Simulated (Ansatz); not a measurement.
One change: `C[N](C)[Ge][OH]` becomes `CN(C)[CH2][AlH2]`.

Ansatz, PBE0-D4/def2-TZVP geometries, multiplicity 1. Each molecule was computed in one conformer, which needn't be the lowest.

Scalar relativity is left out up to krypton.

```tsv
property	`C[N](C)[Ge][OH]`
LUMO energy (B3LYP/def2-TZVPP) / eV	-1.27
LUMO energy (PBE/def2-TZVPP) / eV	-1.79
zero-point energy (PBE0-D4/def2-TZVP) / kJ/mol	249.8
HOMO–LUMO gap (PBE/def2-TZVPP) / eV	3.70
ideal-gas entropy at 298 K and 1 bar (rigid rotor, harmonic PBE0-D4/def2-TZVP) / J/(mol·K)	364
LUMO energy (ωB97M-V/def2-TZVPP) / eV	0.85
```

Task: What does the change do to each property? (An estimate is asked.)

Result: The calculation gave: 
```csv
property,`CN(C)[CH2][AlH2]`,shift
LUMO energy (B3LYP/def2-TZVPP) / eV,-1.53,-0.26
LUMO energy (PBE/def2-TZVPP) / eV,-2.09,-0.30
zero-point energy (PBE0-D4/def2-TZVP) / kJ/mol,321.1,71.3
HOMO–LUMO gap (PBE/def2-TZVPP) / eV,2.69,-1.01
"ideal-gas entropy at 298 K and 1 bar (rigid rotor, harmonic PBE0-D4/def2-TZVP) / J/(mol·K)",355,-9
LUMO energy (ωB97M-V/def2-TZVPP) / eV,0.26,-0.59
```

With PBE0 the HOMO rises by 0.65 eV and the LUMO falls by 0.25 eV, so the gap narrows by about 0.90 eV. PBE moves the HOMO by 0.71 eV and ωB97M-V by 0.56 eV. The zero-point energy changes by 71.3 kJ/mol with +9 modes. Modes under 60 cm⁻¹, often nearly free rotors, make the harmonic entropy too high.

B3LYP here is the variant with VWN-RPA as its local correlation; programs differ in this.
